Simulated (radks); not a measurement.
Radial electron density D(r) = 4 pi r^2 rho(r) of an atom or ion with 59 electrons. Calculated with a radial shooting solver on a logarithmic mesh with Libxc functionals: Dirac Kohn-Sham, PBE, spin-unpolarised, spherical densities, finite nucleus; Fermi nuclear charge, rms radius of each element as measured or else 0.836 A^(1/3) + 0.57 fm.

| r (bohr) | D(r) (e/bohr) |
|---|---|
| 0.001136 | 3.968 |
| 0.001322 | 5.101 |
| 0.001539 | 6.532 |
| 0.001792 | 8.329 |
| 0.002086 | 10.57 |
| 0.002428 | 13.33 |
| 0.002827 | 16.70 |
| 0.003291 | 20.76 |
| 0.003831 | 25.57 |
| 0.00446 | 31.16 |
| 0.005192 | 37.52 |
| 0.006045 | 44.53 |
| 0.007037 | 52.00 |
| 0.008192 | 59.58 |
| 0.009461 | 66.44 |
| 0.01101 | 72.80 |
| 0.01282 | 77.64 |
| 0.01493 | 80.42 |
| 0.01738 | 80.84 |
| 0.02023 | 79.05 |
| 0.02355 | 75.82 |
| 0.02742 | 72.56 |
| 0.03192 | 71.05 |
| 0.03716 | 72.95 |
| 0.04326 | 78.94 |
| 0.05036 | 88.09 |
| 0.05863 | 97.59 |
| 0.06825 | 103.6 |
| 0.07945 | 103.1 |
| 0.0925 | 95.80 |
| 0.1077 | 85.46 |
| 0.1254 | 78.14 |
| 0.1459 | 78.33 |
| 0.1699 | 84.90 |
| 0.1978 | 90.65 |
| 0.2303 | 87.21 |
| 0.2681 | 72.22 |
| 0.3121 | 52.24 |
| 0.3633 | 37.80 |
| 0.4229 | 34.44 |
| 0.4923 | 38.28 |
| 0.5732 | 40.65 |
| 0.6673 | 36.43 |
| 0.7768 | 27.41 |
| 0.9043 | 18.63 |
| 1.053 | 13.13 |
| 1.216 | 10.61 |
| 1.415 | 8.902 |
| 1.648 | 6.906 |
| 1.918 | 4.660 |
| 2.233 | 2.793 |
| 2.6 | 1.659 |
| 3.027 | 1.124 |
| 3.523 | 0.8565 |
| 4.102 | 0.6222 |
| 4.775 | 0.3782 |
| 5.559 | 0.1827 |
| 6.472 | 0.06835 |
| 7.534 | 0.01901 |
| 8.771 | 0.003752 |
| 10.21 | 0.0005036 |

What is the nuclear charge?

Answer. Z = 60. The innermost maximum, from 1s, lies near gamma/Z bohr with gamma = sqrt(1 - (Z/c)^2) = 0.899, here 0.015 bohr (found: 0.0166), and its height grows with Z. The density is that of the neodymium ion Nd+ in [Xe] 4f3 6s2; the configuration itself is not fixed sharply by these data, and Z only to a few units. D(r) has 4 maxima, at r = 0.0166, 0.0728, 0.204, 0.564 bohr, and minima at 0.0319, 0.135, 0.410 bohr, inside which lie 2.01, 11.19, 29.05 electrons.
